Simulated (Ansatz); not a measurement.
Input for Ansatz (a program for electronic structure): R-BHLYP/def2-TZVPP on SiCl+, 2S+1 = 1, a spin state set in the input, which need not be the lowest, a point of a bond scan (R = 1.963 Å). Charge +1.

Ansatz 0.2 input:
```yaml
crystal:
  periodic: [false, false, false]
  atoms:
    - {symbol: Si, position_ang: [0.00000000, 0.00000000, 0.00000000]}
    - {symbol: Cl, position_ang: [0.00000000, 0.00000000, 1.96269900]}
basis:
  gaussian:
    orbitals: def2-TZVPP
    pivot_positions_ang: [[0.00000000, 0.00000000, 0.00000000], [0.00000000, 0.00000000, 1.96269900]]
hamiltonian:
  xc: {name: BHLYP}
total_charge: 1
output: {forces: true, orbitals: {seedname: ./end}}
```

The log:

```
WARN ansatz: RAYON_NUM_THREADS=1 ignored (pool sized by the plan → 1); use --threads N
Functional definition: BHLYP
integrals: 0.02 GiB planned
654 factors; their error is unknown
mean field: 0.20 GiB planned
mean field evaluation 1: about -20388.9766 eV, gradient 3.7e1 eV
mean field evaluation 2: about -20386.2069 eV, gradient 5.0e1 eV
mean field evaluation 4: about -20392.5675 eV, gradient 1.6e0 eV
mean field evaluation 8: about -20392.6926 eV, gradient 4.8e-2 eV
mean field -20392.69258781 eV, -749.4176299385 hartree, gradient 1.4e-5 eV, S^2 0.000000; 0 other end points of the search recorded, 0 dependent functions left out
the calculation of the forces begins
reference -20392.69271249 eV, -749.4176345203 hartree; 15, 15 occupied and 69, 69 virtual orbitals, 654 factors
Total energy: -20392.69271249 eV, -749.4176345203 hartree
Atom 0 at     0.000000     0.000000     0.000000 Å, force    -0.000000    -0.000000     0.396857 eV/Å
Atom 1 at     0.000000     0.000000     1.962699 Å, force     0.000000     0.000000    -0.396857 eV/Å
Dipole moment:    -0.000000    -0.000000    -0.734542 e Å
```

Self-consistency was reached.

Cost: roughly 1.5 core-seconds.
